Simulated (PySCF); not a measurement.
Work out the structure from these simulated measurements.

Elements present: Ge, H, P and Si. Monoisotopic mass: 139.9266 u.

- NMR, other nuclei: isotropic shieldings of nuclei other than C and H, by class: 426 (1 Si), 602 (1 P), 1665 (1 Ge) ppm [GIAO PBE0/pcSseg-1]
- Triplet: lowest triplet excitation (Tamm–Dancoff): 5.60 eV [TDA CAM-B3LYP/def2-SVPD]
- UV, first state: lowest singlet excitation: 6.42 eV (193 nm, f = 0.025) [TDDFT CAM-B3LYP/def2-SVPD]
- Polarisability: 92.6 au [CAM-B3LYP/def2-SVPD]
- XPS: Si2p3/2 106.5, P2p3/2 136.4, Si1s 1846.3, P1s 2149.9 eV [ΔSCF SCAN, pcX-2 on the ionised atom, pcseg-1 elsewhere, spin-free X2C, 2p3/2 from a spin–orbit splitting computed afterwards within the 2p shell]
- Rotational structure: rotational constants A, B, C: 8.752, 1.385, 1.243 GHz [PBE0-D3(BJ)/def2-SVP]
- Dipole: 0.70 D [CAM-B3LYP/def2-SVPD]

Electronic properties: PySCF, gas phase, density fitting. Levels stand in brackets. Geometry: PBE0-D3(BJ)/def2-SVP, one conformer, isolated molecule. The calculation (core ionisation apart) is non-relativistic and has no spin–orbit coupling, an omission that weighs most on germanium. NMR values are class means; diastereotopic atoms form classes of their own.

Task: Which formula fits the mass and the elements?

Result: GeH7PSi (calculated 139.9266). No other formula that holds each of these elements comes within 0.0003 u with a fitting electron parity and a possible valence count.

Task: What is the compound? Reason from the data.

Result: Numbering: `[PH2:1][SiH2:2][GeH3:3]`. The other shieldings belong to: 426 ppm, SiH2 silicon [Si2]; 602 ppm, three-coordinate phosphorus [P1]; 1665 ppm, germanium bonded to Si and 3 H [Ge3]. The core levels belong to: Si2p3/2 106.5 eV, SiH2 silicon [Si2]; P2p3/2 136.4 eV, three-coordinate phosphorus [P1]; Si1s 1846.3 eV, SiH2 silicon [Si2]; P1s 2149.9 eV, three-coordinate phosphorus [P1]. No core level of Ge was computed. By its constants the optimised geometry is an asymmetric top. Structure: `P[SiH2][GeH3]`. Computed isomers that give other values at the same levels: `[SiH3][GeH2][PH2]` (rotational constant A: 6.102 GHz; this holds for the one conformer computed). The assignments are read from this structure; whether some other isomer fits the data as well wasn't checked.

The values belong to the conformer `[PH2:1][SiH2:2][GeH3:3]`: H–P1–Si2–Ge3 -166°, H–P1–Si2–Ge3 -72°.
